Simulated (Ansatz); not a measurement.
`[OH][GeH2]` radical. Total charge 0; spin multiplicity 2. Geometry: relaxed with PBE0-D4/def2-TZVP.

```xyz
5

O    -1.027    0.369   -0.523
Ge    0.359    0.108    0.572
H    -1.631   -0.378   -0.538
H     1.359    1.215    0.169
H     0.940   -1.315    0.321
```

(1) What is the dipole moment at ωB97M-V/def2-TZVPP? (Estimate.)

(2) And with PBE, r2SCAN, B3LYP? (Estimate.)

(3) Give the Mulliken charges with ωB97M-V, r2SCAN, PBE in def2-TZVPP. (An estimate is asked.)

## Answers

(1) Ansatz gave: 1.43 D, with components (-0.05, -1.23, 0.73) D in this frame, pointing from negative to positive charge.

(2) Ansatz gave: PBE 1.27 D, r2SCAN 1.32 D, B3LYP 1.38 D.

(3) The calculation gave: 
```tsv
atom	ωB97M-V	r2SCAN	PBE
O1	-0.40	-0.42	-0.36
Ge2	0.23	0.27	0.21
H3	0.17	0.19	0.18
H4	0.01	-0.01	-0.01
H5	-0.01	-0.03	-0.03
```

B3LYP here is the variant with VWN-RPA as its local correlation; programs differ in this.
